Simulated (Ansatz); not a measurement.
K2I⁺. The state is a triplet with charge 1. Geometry r2SCAN-D4/def2-TZVP, that of the neutral doublet; atoms count from 1.

```xyz
3

K     1.1099   -0.7195   -1.7777
K    -0.5735   -0.9046    1.9396
I    -0.5364    1.6242   -0.1618
```

In the def2 sets I takes a core potential; there is no spin–orbit coupling. At PBE0-D4/def2-TZVP a singlet of charge 1 lies 4.49 eV below the triplet, each at its own geometry. The structure comes from a short search, and lower isomers may exist.

(1) Estimate the Mulliken populations from the PBE0/def2-TZVP orbitals of Ansatz.

(2) Where does the spin sit?

(3) And the Mayer bond orders between bonded heavy atoms (over 0.3)?

Answers

(1) 
```json
{"atom": "K1", "charge (e)": "0.44", "spin (α − β)": "0.51"}
{"atom": "K2", "charge (e)": "0.44", "spin (α − β)": "0.51"}
{"atom": "I3", "charge (e)": "0.12", "spin (α − β)": "0.98"}
```
Mulliken values and Mayer orders depend strongly on the basis.

(2) Summed by element: K 1.02, I 0.98, of 2 unpaired in all. Largest on single atoms: I3 0.98, K1 0.51, K2 0.51.

(3) K1–K2 0.51 (4.08 Å).
